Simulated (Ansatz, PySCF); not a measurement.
Molecule: sum formula BNH$_{3}$ (charge +1, singlet). 
Coordinates optimised at B3LYP-D3(BJ)/def2-TZVP (Ansatz, a first-principles code):
```xyz
5

B      0.7546     0.2085     0.0423
N     -0.5076    -0.1403    -0.0284
H      1.8793     0.5193     0.1053
H     -1.2805     0.5223     0.0551
H     -0.8187    -1.1024    -0.1727
```
Charge +1, spin multiplicity 1.

PBE beside other levels, property by property. Cores are frozen in the correlated levels unless marked. Open shells are spin-unrestricted. Spin-orbit coupling is left out. Non-relativistic. CBS marks a two-point X^-3 extrapolation of the correlation energy; Hartree-Fock from the larger set. Vertical energies are electronic, to the SCF solution reached for that spin. The coupled-cluster column (Ansatz) is a level with limits of its own: CCSD(T)/CBS(def2-TZVPPD,def2-QZVPPD).

```csv
property,PBE/def2-TZVPD (Ansatz),PBE0/def2-TZVPD (Ansatz),M06-2X/def2-TZVPD (PySCF),CAM-B3LYP/def2-TZVPD (Ansatz),coupled cluster
vertical ionisation energy to the doublet (eV),20.17,19.96,20.03,20.06,20.06
vertical triplet-singlet gap (eV),5.58,5.45,5.72,5.58,5.78
```

As the rows show:
- vertical ionisation energy to the doublet: PBE lies 0.11 eV above coupled cluster.
- vertical triplet-singlet gap: PBE lies 0.20 eV below coupled cluster.
